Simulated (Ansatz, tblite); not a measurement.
Spin states of Li2F2⁺, each relaxed with PBE0-D4/def2-TZVP in Ansatz. Electronic energies in the gas phase.

The xTB rows come from tblite. Correlated methods freeze 2 core orbitals; core or outer-core shells of Li are correlated, in sets that lack core-valence functions. In the doublet, F3 and F4 lie 1.93 Å apart (atoms count from 1), so these atoms are partly bonded to each other. In the quartet geometry the species has come apart into loosely held pieces. The structure comes from a short search, and lower isomers may exist.

Doublet geometry (D2h within 0.1 Å):

Cartesian coordinates in Å:
```
Li 0.3044 1.4662 0.4657
Li -0.3046 -1.4661 -0.4660
F -0.3312 0.3363 -0.8419
F 0.3314 -0.3364 0.8421
```

Quartet geometry:

```xyz
4

Li    0.665   -2.773    0.389
Li    1.992    0.184    1.489
F    -0.551    0.621   -0.719
F    -2.106    1.968   -1.160
```

⟨S²⟩: doublet 0.76 at PBE0-D4/def2-TZVP (pure 0.75), quartet 3.75 at PBE0-D4/def2-TZVP (pure 3.75).

Run but left out: HF/def2-TZVPP, MP2/def2-TZVPP, CCSD/def2-TZVPP, CCSD(T)/def2-TZVPP (flagged by the program: other roots).

Only these spin states were relaxed. The quartet has fallen apart into loose fragments. The quartet has other bonds than the doublet, so the gap mixes isomer and spin.

```json
{"level": "GFN1-xTB", "quartet − doublet (kcal/mol)": "174.3", "lowest of these": "doublet"}
{"level": "GFN2-xTB", "quartet − doublet (kcal/mol)": "179.3", "lowest of these": "doublet"}
{"level": "HF/STO-3G", "quartet − doublet (kcal/mol)": "130.3", "lowest of these": "doublet"}
{"level": "HF/def2-TZVP", "quartet − doublet (kcal/mol)": "115.3", "lowest of these": "doublet"}
{"level": "PBE-D4/def2-TZVP", "quartet − doublet (kcal/mol)": "185.6", "lowest of these": "doublet"}
{"level": "BLYP-D4/def2-TZVP", "quartet − doublet (kcal/mol)": "183.4", "lowest of these": "doublet"}
{"level": "r2SCAN-D4/def2-TZVP", "quartet − doublet (kcal/mol)": "189.7", "lowest of these": "doublet"}
{"level": "PBE0-D4/def2-TZVP", "quartet − doublet (kcal/mol)": "182.4", "lowest of these": "doublet"}
{"level": "CAM-B3LYP-D4/def2-TZVP", "quartet − doublet (kcal/mol)": "189.6", "lowest of these": "doublet"}
{"level": "ωB97M-V/def2-TZVP", "quartet − doublet (kcal/mol)": "195.4", "lowest of these": "doublet"}
{"level": "RPA@PBE/def2-TZVP", "quartet − doublet (kcal/mol)": "170.3", "lowest of these": "doublet"}
{"level": "MP2/def2-TZVP", "quartet − doublet (kcal/mol)": "181.3", "lowest of these": "doublet"}
```

Change of the quartet − doublet gap on mixing in exact exchange, in kcal/mol: PBE to PBE0 (25 % exact exchange) -3.2.

The xTB methods have no spin-polarisation term.
